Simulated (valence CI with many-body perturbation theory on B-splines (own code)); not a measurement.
Questions on Kr5+

Method: configuration interaction combined with many-body perturbation theory (CI+MBPT): three valence electrons over a frozen Dirac-Fock core [Ar] 3d10, a basis of 9 s, 9 p, 8 d, 6 f, 3 g, 1 h functions for each j, with the one-electron correlation potential Σ1, the two-electron term Σ2, the three-electron term Σ3, Breit, model QED; selected CI, second order for the rest, scaled by the run's own slope (own B-spline code, finite nucleus).

Against 28 measured levels this calculation errs by 165 cm⁻¹ on average and by 311 at most. These come from a selection out of Saloman, J. Phys. Chem. Ref. Data 36, 215 (2007). Levels without a partner in it may be off by more.

Rates and lifetimes use the calculated energies. Strong lines usually hold to 10 to 20 %, long lifetimes can be off by a factor of two.

**Question.** What is the ground level?

**Answer.** 4s2 4p 2P°_1/2, composition 97 % 4s2 4p 2P°, g = 0.666.

**Question.** What are the static dipole polarisabilities of the lowest levels?

**Answer.** 4s2 4p 2P°_1/2 3.37; 4s2 4p 2P°_3/2 3.43 (tensor 0.18) bohr³, of which the core gives 0.202.

**Question.** How is the term 2P° of the ground level split?

**Answer.** J = 1/2 at 0, J = 3/2 at 8103 cm⁻¹.

**Question.** Among levels below 351720 cm⁻¹, which E1 lines absorb most strongly from the ground level?

**Answer.** to 4s2 4d 2D_3/2 at 45.02 nm, f = 1.27; to 4s 4p2 2S_1/2 at 58.80 nm, f = 0.382; to 4s 4p2 2P_3/2 at 54.37 nm, f = 0.276.

**Question.** Name the longest-lived excited levels whose lifetime is computed, and their main decay.

**Answer.** 4s2 4p 2P°_3/2 at 8103 cm⁻¹ lives 208 ms, mostly by M1 to 4s2 4p 2P°_1/2; 4s 4p2 4P_3/2 at 110980 cm⁻¹ lives 355 ns, mostly by E1 to 4s2 4p 2P°_3/2. The lifetime of 4s 4p 4d 4F°_9/2 is too uncertain to give, and may be longer.

**Question.** How well does LS coupling describe the low levels?

**Answer.** Among the lowest 20 levels the leading LS term, summed over configurations, holds 95 % on average. For single configurations the figures are 88 % in LS and 70 % in jj coupling. Terms mix most in the J = 1/2 level at 170080 cm⁻¹, where the leading one holds 78 %.

**Question.** What is the ionisation energy?

**Answer.** 78.417 eV; NIST lists 78.49 ± 0.2 eV (semi-empirical).
